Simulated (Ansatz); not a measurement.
This geometry of C$_{3}$H$_{8}$OSi (13 atoms, charge 0, multiplicity 1) is a first-order saddle point.

These are results of Ansatz, RKS PBE/def2-SVP, not measurements.

```xyz
13
Properties=species:S:1:pos:R:3
C -1.420 0.663 0.615
C -0.464 -0.049 -0.026
C -0.689 -0.644 -1.396
Si 1.212 -0.285 0.831
O 2.055 1.163 1.039
H -2.411 0.849 0.161
H -1.257 1.092 1.619
H -0.564 -1.748 -1.383
H -1.704 -0.419 -1.785
H 0.052 -0.267 -2.134
H 2.006 -1.279 0.015
H 1.034 -0.799 2.228
H 2.171 1.688 0.228
```

Q: Which two structures does it join? (They come from a converged band through this point; their orientation in space is the band's.)

A: No bond is made or broken. The dihedral C1–C2–Si4–O5 goes from -6 to -128°.

First end point:

```xyz
13
Properties=species:S:1:pos:R:3
C -1.208 0.961 0.359
C -0.417 -0.014 -0.138
C -0.842 -0.919 -1.267
Si 1.298 -0.253 0.621
O 1.653 0.948 1.752
H -2.221 1.154 -0.042
H -0.875 1.600 1.195
H -0.832 -1.987 -0.958
H -1.864 -0.681 -1.628
H -0.146 -0.844 -2.131
H 2.316 -0.286 -0.498
H 1.378 -1.547 1.378
H 1.781 1.834 1.371
```

Last end point:

```xyz
13
Properties=species:S:1:pos:R:3
C -1.661 0.384 0.681
C -0.561 -0.013 0.004
C -0.602 -0.454 -1.438
Si 1.095 -0.032 0.894
O 2.172 0.835 -0.075
H -2.661 0.390 0.210
H -1.611 0.723 1.730
H -0.252 -1.504 -1.548
H -1.623 -0.385 -1.867
H 0.083 0.163 -2.057
H 1.602 -1.447 1.068
H 0.927 0.579 2.264
H 3.112 0.727 0.148
```

Q: How far does it lie above each of them?

A: 2.0 kcal/mol above the first and 1.7 kcal/mol above the second. This is the barrier of this one path; another mechanism may lie lower.

Run time: 5.4 min on 2 threads of Arm Neoverse V1, with other jobs on the host, peak memory 0.15 GiB.
